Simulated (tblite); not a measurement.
Compound: C5H9NOSi.
Geometry (GFN2-xTB, Å), atoms numbered from 1 in this order:
```xyz
17
C5H9NOSi angstrom
C     -2.0422    0.4878   -0.7602
C     -1.0506    0.1130    0.0327
C     -0.5878   -1.3157    0.1099
N      0.8592   -1.4177    0.1707
Si     1.9490   -0.2097   -0.3749
C      1.0332    1.3712    0.1992
O      1.4334    2.4958    0.0183
C     -0.2937    1.0855    0.8838
H     -2.5652   -0.2136   -1.3882
H     -2.3825    1.5083   -0.7975
H     -1.0030   -1.7681    1.0238
H     -0.9904   -1.8747   -0.7453
H      1.1589   -2.3803    0.1786
H      3.1855   -0.4256    0.3713
H      2.2000   -0.0904   -1.8179
H     -0.8497    2.0121    1.0346
H     -0.0610    0.6342    1.8512
```

All values are computed: GFN2-xTB (tblite) harmonic vibrations without scaling, gas phase. The method is semi-empirical: single wavenumbers can be off by several per cent or more. Modes of hydrogen on silicon can be 10 to 20 % off. One conformer, not necessarily the lowest.

Harmonic wavenumbers (cm⁻¹): 49.5, 86.0, 126.2, 298.3, 302.0, 360.4, 393.5, 414.9, 433.6, 487.8, 524.1, 566.0, 620.0, 655.1, 699.7, 710.4, 783.0, 822.3, 880.7, 899.0, 909.3, 961.7, 983.3, 1062.4, 1110.0, 1149.3, 1194.1, 1237.2, 1250.4, 1285.5, 1376.6, 1415.6, 1438.9, 1481.5, 1717.6, 1748.1, 2200.0, 2286.4, 2849.1, 2894.7, 2963.4, 2990.1, 3105.5, 3132.0, 3451.8.

A = 2231, B = 1800, C = 1145 MHz; mass 127.045 u (most abundant isotopes); point group C1, symmetry number 1.

Task: Zero-point energy?

Result: ½Σν̃ = 28154 cm⁻¹ = 336.79 kJ/mol.

Task: What is S at 200 K and 1 bar for an ideal gas of classical rigid rotors and harmonic oscillators?

Result: Translation 160.98, rotation 114.84, vibration 58.52: S = 334.3 J/(mol K).

Task: And Cp and H(200 K) − H(0)?

Result: Cp = 106.22 J/(mol K), of which vibrations give 72.96 (their classical limit is 45 R = 374.2); H(200 K) − H(0) = 13.21 kJ/mol without the zero-point energy, 6.56 from vibrations.

Task: How do the functions run with temperature in this model?

Result: 
```json
{"T (K)": "150", "S (J/(mol K))": "307.2", "Cp (J/(mol K))": "83.9", "H − H(0) (kJ/mol)": "8.46", "G − H(0) (kJ/mol)": "-37.61", "ln q(vib)": "2.14"}
{"T (K)": "250", "S (J/(mol K))": "360.5", "Cp (J/(mol K))": "128.8", "H − H(0) (kJ/mol)": "19.09", "G − H(0) (kJ/mol)": "-71.03", "ln q(vib)": "4.11"}
{"T (K)": "298.15", "S (J/(mol K))": "385.0", "Cp (J/(mol K))": "149.8", "H − H(0) (kJ/mol)": "25.80", "G − H(0) (kJ/mol)": "-88.98", "ln q(vib)": "5.12"}
{"T (K)": "400", "S (J/(mol K))": "434.7", "Cp (J/(mol K))": "189.6", "H − H(0) (kJ/mol)": "43.14", "G − H(0) (kJ/mol)": "-130.75", "ln q(vib)": "7.37"}
{"T (K)": "600", "S (J/(mol K))": "523.3", "Cp (J/(mol K))": "247.5", "H − H(0) (kJ/mol)": "87.25", "G − H(0) (kJ/mol)": "-226.76", "ln q(vib)": "11.89"}
{"T (K)": "900", "S (J/(mol K))": "634.8", "Cp (J/(mol K))": "301.2", "H − H(0) (kJ/mol)": "170.28", "G − H(0) (kJ/mol)": "-401.07", "ln q(vib)": "18.41"}
```

q(vib) and H(0) count from the zero-point level.

Task: Blend soft modes into free rotors: weight 1/[1 + (100 cm⁻¹/ν̃)⁴] for the oscillator and the rest for a rotor with moment μB/(μ + B), μ = h/(8π²ν), B = 10⁻⁴⁴ kg m². What vibrational entropy results?

Result: 54.10 J/(mol K) in place of 58.52, which changes −T·S at 200 K by +0.88 kJ/mol.

Task: Which modes carry the vibrational entropy at 200 K?

Result: 49.5 cm⁻¹: 16.94; 86.0 cm⁻¹: 12.44; 126.2 cm⁻¹: 9.40; 298.3 cm⁻¹: 3.40; 302.0 cm⁻¹: 3.33; 360.4 cm⁻¹: 2.39 J/(mol K); the other 39 give 10.63 together.

Hindered rotation and anharmonicity are outside this model. Other conformers, if any are populated, would add a mixing term that is left out. The structure is chiral; the term R ln 2 for an equal mix with its mirror image is left out.

The run took 1.0 s wall on Arm Neoverse N1, one thread, shared host with 64 logical CPUs at a one-minute load of 60. The figure is for the frequency step alone.
